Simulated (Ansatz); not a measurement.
F2H4O2Si2 (`O[Si](F)(F)O[SiH3]`). Charge 0, multiplicity 1.

```tsv
atom	x (Å)	y (Å)	z (Å)
O1	0.498	0.144	-2.361
Si2	0.713	-0.463	-0.884
F3	0.499	-2.029	-0.877
F4	2.200	-0.245	-0.391
O5	-0.313	0.248	0.101
Si6	-1.004	0.560	1.556
H7	1.037	-0.183	-3.082
H8	-2.122	1.505	1.333
H9	-1.512	-0.703	2.144
H10	0.004	1.166	2.460
```

What are the harmonic wavenumbers in cm⁻¹ at PBE0-D4/def2-TZVP (Ansatz, finite differences of forces, unscaled)? (An estimate is asked.)

Ansatz gave: 9i, 21, 49, 170, 262, 291, 329, 382, 392, 600, 730, 733, 791, 899, 955, 956, 965, 983, 1014, 1204, 2242, 2245, 2255, 3937.
